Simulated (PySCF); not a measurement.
Input file for PySCF: D3(BJ) and D4 dispersion corrections on BiF2HTe (SMILES [F][Bi]([F])[TeH]), a point of a torsion scan.

```python
from pyscf import gto
from pyscf.dispersion import dftd3, dftd4

mol = gto.M(
    atom='''
    F    -1.27670150    1.67580046    0.26736831
    Bi   -0.76001178    0.00635850   -0.85099906
    F    -1.72428546   -1.44352158    0.26312654
    Te    1.46103562   -0.39848844    0.68057100
    H     2.10876819    1.06652511    0.31008924
    ''',
    basis='def2-svp',
    charge=0, spin=0, verbose=0, max_memory=1800)
d3, d4 = {}, {}
for xc in ['hf', 'pbe', 'blyp', 'revpbe', 'tpss', 'r2scan', 'b3lyp', 'pbe0', 'bhlyp', 'camb3lyp', 'b2plyp']:
    d3[xc] = float(dftd3.DFTD3Dispersion(mol, xc=xc, version='d3bj', atm=False).get_dispersion()['energy'])
    print(f'D3(BJ) {xc:10s} {d3[xc]:14.8f} Eh')
for xc in ['hf', 'pbe', 'blyp', 'revpbe', 'tpss', 'r2scan', 'b3lyp', 'pbe0', 'bhlyp', 'camb3lyp', 'b2plyp']:
    d4[xc] = float(dftd4.DFTD4Dispersion(mol, xc={'camb3lyp': 'cam-b3lyp'}.get(xc, xc), atm=True).get_dispersion()['energy'])
    print(f'D4     {xc:10s} {d4[xc]:14.8f} Eh')
```

The log:

```
D3(BJ) hf            -0.03944403 Eh
D3(BJ) pbe           -0.00453869 Eh
D3(BJ) blyp          -0.01120505 Eh
D3(BJ) revpbe        -0.00993873 Eh
D3(BJ) tpss          -0.00617704 Eh
D3(BJ) r2scan        -0.00122157 Eh
D3(BJ) b3lyp         -0.00963685 Eh
D3(BJ) pbe0          -0.00443752 Eh
D3(BJ) bhlyp         -0.00965427 Eh
D3(BJ) camb3lyp      -0.00498980 Eh
D3(BJ) b2plyp        -0.00563196 Eh
D4     hf            -0.01651690 Eh
D4     pbe           -0.00556231 Eh
D4     blyp          -0.01158852 Eh
D4     revpbe        -0.01228623 Eh
D4     tpss          -0.00735812 Eh
D4     r2scan        -0.00113123 Eh
D4     b3lyp         -0.00922604 Eh
D4     pbe0          -0.00475121 Eh
D4     bhlyp         -0.00951871 Eh
D4     camb3lyp      -0.00502546 Eh
D4     b2plyp        -0.00378239 Eh
```

The run finished.

Cost: very roughly 0.020 core-seconds.
